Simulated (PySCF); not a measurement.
# Basis-set dependence of population analyses: `[SiH3]CCCS`

Compound: C₃H₁₀SSi.
Geometry (PBE0-D3(BJ)/def2-SVP, Å), atoms numbered from 1 in this order:
```
atom  x, y, z in Å
Si1   -2.239    0.712    0.681
C2    -0.688    0.456   -0.363
C3     0.467   -0.201    0.390
C4     1.699   -0.399   -0.479
S5     3.077   -1.242    0.355
H6    -1.931    1.572    1.867
H7    -2.758   -0.600    1.176
H8    -3.308    1.378   -0.126
H9    -0.380    1.439   -0.762
H10   -0.968   -0.152   -1.242
H11    0.741    0.415    1.266
H12    0.160   -1.179    0.796
H13    2.048    0.558   -0.898
H14    1.461   -1.049   -1.336
H15    3.292   -0.295    1.293
```

PBE0 throughout (PySCF), one geometry, spherical d and f functions. The structure is a single PBE0-D3(BJ)/def2-SVP conformer in the gas phase; no vibrational or solvent corrections. Atoms taken as equivalent share a column and are averaged. The first 7 of 10 kinds of atom are listed.

Mulliken charges (e):

| basis | functions | Si1 | C2 | C3 | C4 | S5 | H6/H7/H8 | H9/H10 |
| --- | --- | --- | --- | --- | --- | --- | --- | --- |
| STO-3G | 43 | +0.538 | -0.299 | -0.144 | -0.222 | +0.070 | -0.121 | +0.069 |
| 6-31G | 73 | +0.540 | -0.645 | -0.277 | -0.600 | +0.052 | -0.104 | +0.195 |
| pcSseg-0 | 73 | +0.564 | -0.967 | -0.427 | -0.766 | -0.021 | -0.053 | +0.270 |
| 6-31G* | 98 | +0.361 | -0.559 | -0.317 | -0.495 | -0.076 | -0.066 | +0.193 |
| cc-pVDZ | 128 | +0.225 | -0.206 | -0.061 | -0.174 | -0.110 | -0.048 | +0.060 |
| def2-SVP | 128 | +0.365 | -0.317 | -0.029 | -0.181 | -0.102 | -0.071 | +0.071 |
| 6-311+G(2d,p) | 211 | +0.388 | -0.564 | -0.337 | -0.028 | -0.326 | -0.066 | +0.159 |
| aug-cc-pVDZ | 213 | -0.558 | +0.300 | +0.630 | +0.018 | +0.178 | +0.249 | -0.244 |
| def2-TZVP | 227 | +0.157 | -0.341 | -0.218 | -0.177 | -0.228 | -0.025 | +0.124 |
| IGLO-III | 293 | +0.719 | -0.459 | -0.269 | -0.381 | +0.124 | -0.172 | +0.129 |
| cc-pVTZ | 298 | +0.152 | -0.266 | -0.176 | -0.174 | -0.172 | -0.031 | +0.099 |

IAO charges (e):

```json
{"basis": "STO-3G", "functions": "43", "Si1": "+0.642", "C2": "-0.503", "C3": "-0.258", "C4": "-0.352", "S5": "+0.075", "H6/H7/H8": "-0.127", "H9/H10": "+0.126"}
{"basis": "6-31G", "functions": "73", "Si1": "+0.444", "C2": "-0.514", "C3": "-0.253", "C4": "-0.336", "S5": "-0.097", "H6/H7/H8": "-0.079", "H9/H10": "+0.150"}
{"basis": "pcSseg-0", "functions": "73", "Si1": "+0.438", "C2": "-0.527", "C3": "-0.256", "C4": "-0.346", "S5": "-0.088", "H6/H7/H8": "-0.073", "H9/H10": "+0.152"}
{"basis": "6-31G*", "functions": "98", "Si1": "+0.573", "C2": "-0.528", "C3": "-0.242", "C4": "-0.325", "S5": "-0.068", "H6/H7/H8": "-0.113", "H9/H10": "+0.143"}
{"basis": "cc-pVDZ", "functions": "128", "Si1": "+0.569", "C2": "-0.526", "C3": "-0.241", "C4": "-0.322", "S5": "-0.074", "H6/H7/H8": "-0.112", "H9/H10": "+0.142"}
{"basis": "def2-SVP", "functions": "128", "Si1": "+0.589", "C2": "-0.524", "C3": "-0.236", "C4": "-0.318", "S5": "-0.065", "H6/H7/H8": "-0.118", "H9/H10": "+0.140"}
{"basis": "6-311+G(2d,p)", "functions": "211", "Si1": "+0.602", "C2": "-0.543", "C3": "-0.250", "C4": "-0.333", "S5": "-0.076", "H6/H7/H8": "-0.120", "H9/H10": "+0.146"}
{"basis": "aug-cc-pVDZ", "functions": "213", "Si1": "+0.570", "C2": "-0.532", "C3": "-0.248", "C4": "-0.325", "S5": "-0.088", "H6/H7/H8": "-0.112", "H9/H10": "+0.145"}
{"basis": "def2-TZVP", "functions": "227", "Si1": "+0.611", "C2": "-0.546", "C3": "-0.249", "C4": "-0.335", "S5": "-0.070", "H6/H7/H8": "-0.122", "H9/H10": "+0.147"}
{"basis": "IGLO-III", "functions": "293", "Si1": "+0.610", "C2": "-0.546", "C3": "-0.250", "C4": "-0.335", "S5": "-0.069", "H6/H7/H8": "-0.122", "H9/H10": "+0.147"}
{"basis": "cc-pVTZ", "functions": "298", "Si1": "+0.596", "C2": "-0.543", "C3": "-0.249", "C4": "-0.333", "S5": "-0.077", "H6/H7/H8": "-0.118", "H9/H10": "+0.147"}
```

Some averages cover members that differ in this geometry, most widely: H6/H7/H8, Mulliken in aug-cc-pVDZ +0.227 to +0.263 e.

Problem. Which scheme is steadiest as the basis changes?

Solution. Largest range over the bases for any column: IAO 0.20 e, Mulliken 1.28 e. IAO charges move least and Mulliken charges most, counted in e. Without the minimal STO-3G basis the ranges are IAO 0.17, Mulliken 1.28 e.

Problem. How much do the charges still move between the two largest bases, IGLO-III and cc-pVTZ?

Solution. At most, over all atoms: Mulliken 0.568 e, IAO 0.014 e.

Problem. What do the same runs give for the total energy, the frontier levels and the dipole moment?

Solution. 
```csv
basis,energy (Eh),HOMO (eV),LUMO (eV),μ (D)
STO-3G,-798.4656,-3.33,6.73,1.02
6-31G,-807.4719,-6.80,0.99,1.79
pcSseg-0,-806.5113,-6.90,0.88,1.85
6-31G*,-807.5588,-6.72,0.84,1.51
cc-pVDZ,-807.6066,-6.70,0.76,1.31
def2-SVP,-807.3022,-6.67,0.82,1.29
"6-311+G(2d,p)",-807.6577,-6.84,-0.15,1.38
aug-cc-pVDZ,-807.6176,-6.85,-0.33,1.39
def2-TZVP,-807.6680,-6.82,0.28,1.32
IGLO-III,-807.6713,-6.76,0.21,1.17
cc-pVTZ,-807.6738,-6.83,0.35,1.33
```

The dipole is fixed by the density alone, so its range of 0.83 D shows that the density itself changes with the basis, not only its division among atoms.
